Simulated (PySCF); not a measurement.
MnCl₃, quintet: structure and spectrum

All numbers come from PySCF, UPBE, basis Mn def2-SVP, Cl def2-SVP (no relativity, density fitting).

The structure is a minimum.

Coordinates in bohr (charge 0 multiplicity 5):
```
Mn    0.0000    0.0000   -0.2799
Cl    0.0000    0.0000    3.7516
Cl    3.8276    0.0000   -1.6572
Cl   -3.8276    0.0000   -1.6572
```

| Item | Value |
| --- | --- |
| Point group | C2v |
| Bond lengths | Mn–Cl 2.133 Å, Mn–Cl 2.153 Å (×2) |
| Bond angles | Cl–Mn–Cl 109.8° (×2), Cl–Mn–Cl 140.4° |
| Spin squared ⟨S²⟩ | 6.079 |
| Zero-point energy | 9.0 kJ/mol |
| Principal polarisabilities | 27.8, 64.6, 85.4 bohr³ |
| Atomisation energy without zero-point energy | 1081 kJ/mol |
| Lowest empty level (α) | -5.96 eV |
| Highest occupied level (α) | -6.65 eV |
| Rotational symmetry number | 2 |
| Enthalpy at 298.15 K above 0 K | 18.28 kJ/mol |
| Dipole moment | 0.56 D |
| Heat capacity Cp at 298.15 K | 75.8 J/(mol K) |
| Principal quadrupole moments (Buckingham, traceless) about the centre of mass | -5.50, 0.04, 5.46 D Å |
| Rotational constants | 0.08743, 0.05875, 0.03514 cm⁻¹ |
| Entropy at 298.15 K and 1 bar (electronic part: spin only) | 359.4 J/(mol K) |

Harmonic modes (masses in u: Mn 54.938, Cl 34.969):
```csv
symmetry,ω (cm⁻¹),IR (km/mol)
b2,53,0.2
b1,100,15.1
a1,102,1.7
a1,337,0.0
a1,443,46.4
b2,473,91.3
```

In C2v the vibrations span 2b2 + b1 + 3a1. Here b1 is antisymmetric to the molecular plane and b2 lies in it.

Charges (e):
| atom | Mulliken | Löwdin | polar tensor | spin (Mulliken) | Mayer order to Mn1 |
| --- | --- | --- | --- | --- | --- |
| Mn1 | 0.58 | 0.12 | 1.23 | 3.92 | – |
| Cl2 | -0.17 | -0.02 | -0.37 | 0.03 | 1.23 |
| Cl3,4 | -0.21 | -0.05 | -0.43 | 0.02 | 1.20 |

Mulliken populations on Mn1: s 6.46, p 12.65, d 5.30, f 0.00.

Outer orbital energies (eV). α occupied: -8.92, -8.55, -8.42, -8.26, -7.73, -7.33, -7.16, -6.65; empty: -5.96, -0.90, 0.03, 1.94. β occupied: -9.65, -9.13, -8.77, -8.38, -8.35, -8.34, -8.14, -7.67; empty: -4.82, -4.62, -4.52, -4.35.

Formally Mn is in oxidation state +3, d4, with 4 unpaired electrons (the high-spin count). The Mulliken spin on Mn is 3.92. The polar-tensor charge on Mn, 1.23, is far below the formal one.

Only a few start shapes were tried, so a lower isomer may exist. Open d and f shells are described by one determinant, and the ground state may have another occupation or spin.

The final relaxation and frequency run took 97 s on 2 threads of a shared Arm Neoverse N1 host, with 85 basis functions and 15 gradients; the process peaked at 0.92 GiB.
